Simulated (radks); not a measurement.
Problem. These are the eigenvalues of the occupied orbitals of an atom or ion with whole-number occupations (hartree). Method: scalar-relativistic Kohn-Sham, r2SCAN, spin-polarised, spherical densities, finite nucleus; meta-GGA in the generalised Kohn-Sham scheme; Fermi nuclear charge, rms radius of each element as measured or else 0.836 A^(1/3) + 0.57 fm; computed with a radial shooting solver on a logarithmic mesh with Libxc functionals.

orbital  eigenvalue
1s up     -2557.836
1s down   -2557.834
2s up     -443.6459
2s down   -443.6420
2p up     -388.1039
2p down   -388.1000
3s up     -103.6537
3s down   -103.6532
3p up     -87.12712
3p down   -87.12603
3d up     -68.08051
3d down   -68.07780
4s up     -22.74336
4s down   -22.73908
4p up     -17.29874
4p down   -17.29481
4d up     -10.36087
4d down   -10.35591
5s up      -4.41123
5s down    -4.38066
5p up      -3.03636
5p down    -2.99852
4f up      -2.68486
4f down    -2.67473
5d up      -1.42345
6p up      -0.92879

Which element is it, and in what charge state? The configuration may be excited. Open shells, if any, are filled with parallel spins first.

Solution. Z = 74, tungsten, charge +3: W3+ in [Xe] 4f14 5d1 6p2. The list shows which subshells hold electrons but not how many an open one holds; the 1s level, -2557.8 hartree, gives Z - s = 71.5 by -(Z - s)^2/2, which with screening and relativity narrows Z to a few neighbours, and the depths of the outer levels then fix element, charge and occupations together.
